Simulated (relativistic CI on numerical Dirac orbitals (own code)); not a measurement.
**Level scheme of Pb V**

Computed by Dirac-Coulomb-Breit CI, separate exchange-only KLI orbitals for each configuration, model QED, valence Slater integrals scaled by 0.85, P86 correlation estimate, and configurations built on the next ion tied to the tabulated ionisation energy (semi-empirical) (own radial code, finite nucleus).

Configuration list (outside the closed core [Xe] 4f14): 5d10, 5d9 6s, 5d9 6p, 5d9 6d, 5d9 7s, 5d9 5f, 5d9 6f, 5d8 6s2, 5d8 5f2, 5d8 6s 6p, 5d9 7p, 5d9 7d, 5d9 5g, 5d9 7f, 5d9 6g, 5d8 6p2, 5d8 6s 6d, 5d8 5f 6s, 5d8 6p 6d, 5d8 5f 6p. Levels of other configurations are missing.

```tsv
No.	Configuration	Term	J	E (cm⁻¹)	%	Next component (%)
1	5d10	1S	0	0	99	1 5d8 5f2 1S
2	5d9 6s	3D	3	116986	99	1 5d8 5f 6p 3D
3	5d9 6s	3D	2	120777	56	43 1D
4	5d9 6s	3D	1	138055	99	1 5d8 5f 6p 3D
5	5d9 6s	1D	2	141160	56	43 3D
6	5d9 6p	3P°	2	202733	65	24 3D°
7	5d9 6p	3F°	3	204773	49	34 1F°
8	5d9 6p	3F°	2	223825	83	7 3P°
9	5d9 6p	3P°	1	226109	64	34 3D°
10	5d9 6p	3F°	4	226877	99	
11	5d9 6p	1D°	2	230194	65	22 3P°
12	5d9 6p	3D°	3	232531	73	25 1F°
13	5d9 6p	1P°	1	233836	87	8 3D°
14	5d9 6p	3P°	0	244599	99	1 5d8 6s 6p 3P°
15	5d9 6p	3F°	3	249625	49	40 1F°
16	5d9 6p	3D°	1	250475	56	31 3P°
17	5d9 6p	3D°	2	252844	57	24 1D°
18	5d8 6s2‡	3F	4	256635	92	6 1G
19	5d8 6s2‡	1D	2	266170	48	34 3P
20	5d8 6s2‡	3F	3	276142	98	2 5d8 6p2 3F
21	5d8 6s2‡	3P	0	281850	73	25 1S
22	5d8 6s2‡	3P	2	284857	50	44 3F
23	5d8 6s2‡	3P	1	289874	98	2 5d8 6p2 3P
24	5d8 6s2‡	1G	4	292689	92	6 3F
25	5d8 6s2‡	1D	2	303853	46	38 3F
26	5d8(3F) 6s<4F> 6p‡	5D°	4	322028	61	21 5F°
27	5d9 6d	3S	1	327967	62	34 3P
28	5d8(3F) 6s<4F> 6p‡	5G°	5	329703	38	33 5F°
29	5d9 6d	3G	4	330703	51	44 1G
30	5d9 6d	3P	2	331557	45	45 3D
31	5d8 6s2‡	1S	0	331652	73	24 3P
32	5d8(3F) 6s<4F> 6p‡	5D°	3	332822	39	19 5F°
33	5d9 6d	1P	1	332931	57	25 3D
34	5d9 6d	3F	3	332945	44	36 3D
35	5d9 6d	3G	5	333079	99	
36	5d8(3F) 6s<2F> 6p‡	3G°	4	333543	32	27 5G°
37	5d8(1D) 6s<2D> 6p‡	3D°	2	333953	27	21 5P°
38	5d9 6d	3D	3	335404	45	44 1F
39	5d9 6d	1D	2	335580	53	28 3P
40	5d9 6d	3F	4	336319	83	15 1G
41	5d8(3F) 6s<4F> 6p‡	5G°	3	339404	24	19 3D°
42	5d8(1D) 6s<2D> 6p‡	3D°	1	340236	43	23 3P°
43	5d9 6d	3P	0	340995	85	13 1S
44	5d8(1D) 6s<2D> 6p‡	3F°	2	341508	32	19 5G°
45	5d9 7s	3D	3	342252	99	1 5d9 6d 3D
```

Energies count from the lowest computed level; ° marks odd parity. Percentages are summed over parent terms; the parents shown are those of the largest component, closed shells are left out there, and <> holds an intermediate term. ‡ marks configurations that were not tied to measured data.

The mean weight of the leading LS term, summed over parents, in these 45 levels is 65 %, and that of the leading jj configuration (from the same eigenvectors) 89 %, so jj coupling describes them better and the LS labels are nominal.

Configurations that consist of the next ion and one excited electron were tied to the tabulated ionisation energy; Rydberg ones are usually within 1,000 to 3,000 cm⁻¹ and the lowest ones within about 6,000 (9,000 in d shells), while levels on excited terms of the next ion carry the error of that term, and the other configurations can be misplaced by 10,000 cm⁻¹ or more. Rates follow the energies as ν³ (E1, M1) or ν⁵ (E2), so rates, branching and lifetimes can be off by large factors. Levels and lines within the n = 5 or 6 shells can be off by up to 10 % or somewhat more, and those that change n by about 2 %, since core polarisation is missing. 16 of the 21 excited levels that our extract of the measured tables holds in this range could be paired (the sources list more); they are missed by 5798 cm⁻¹ on average and 7930 at most, and levels without a partner can miss by more. Levels that differ in their count of f electrons can be misplaced by several ten thousand cm⁻¹, since the correlation energy of f electrons is missing or only estimated; rates across such gaps can be off by orders of magnitude.

LS names give the leading component of a level, which can be under half, so a name can repeat, a term be missing and a line seem to break the LS rules.
